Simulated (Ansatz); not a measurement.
Cost and result up the ladder for the cluster HfGe₁₀ (11 atoms). Charge 0, multiplicity 1. Geometry: PBE-D4/def2-SVP.

```tsv
atom	x (Å)	y (Å)	z (Å)
Hf1	-2.091	0.327	-1.309
Ge2	-0.016	0.485	2.134
Ge3	0.204	2.049	-0.259
Ge4	2.418	1.692	-1.549
Ge5	1.973	-0.987	2.121
Ge6	0.081	-2.357	1.087
Ge7	-0.622	-1.907	-1.410
Ge8	0.241	0.620	-2.418
Ge9	-2.186	-1.173	0.888
Ge10	-1.943	1.746	1.066
Ge11	1.941	-0.496	-0.351
```

Ansatz on 2 threads of AMD EPYC 7R13 on a shared host and a share (18 GiB) of an NVIDIA H100 80GB HBM3. Times are rough, and most runs start from the orbitals of an earlier one. No level here is sound enough to serve as a yardstick. Binding counts from free atoms at the same level (Hf triplet, Ge triplet; other spins of the atoms weren't run), without zero-point energy or a counterpoise term.

In the def2 sets Hf takes a core potential; there is no spin–orbit coupling. Correlated methods freeze 90 core orbitals; core or outer-core shells of Hf, Ge are correlated, in sets that lack core-valence functions. Single mean-field runs in def2-TZVP are fitted with def2-universal-jkfit. No other spin state of charge 0 was run. The structure comes from a short search, and lower isomers may exist.

Run but left out: HF/def2-TZVP, MP2/def2-TZVP (restricted singlet, unstable towards broken spin symmetry).

Correlated methods converge slowly with the basis.

```json
{"level": "PBE0-D4/def2-SVP", "functions": "352", "binding energy per atom (eV)": "3.27", "remarks": "restricted SCF unstable in HF"}
{"level": "PBE-D4/def2-TZVP (with forces)", "functions": "520", "binding energy per atom (eV)": "3.50", "remarks": "–"}
{"level": "PBE-D4/def2-SVP", "functions": "352", "binding energy per atom (eV)": "3.47", "remarks": "restricted SCF unstable in HF"}
{"level": "RPA@PBE/def2-TZVP", "functions": "520", "binding energy per atom (eV)": "2.96", "remarks": "–"}
{"level": "PBE0-D4/def2-TZVP", "functions": "520", "binding energy per atom (eV)": "3.32", "remarks": "restricted SCF unstable in HF"}
{"level": "r2SCAN-D4/def2-TZVP", "functions": "520", "binding energy per atom (eV)": "3.37", "remarks": "restricted SCF unstable in HF"}
```

Estimate how long each takes.

PBE-D4/def2-SVP 5.5 s; PBE0-D4/def2-TZVP 7 s; r2SCAN-D4/def2-TZVP 7.5 s; PBE0-D4/def2-SVP 7.5 s; PBE-D4/def2-TZVP (with forces) 8 s; RPA@PBE/def2-TZVP 16 s. On shared hardware such times vary by a factor of up to 3.
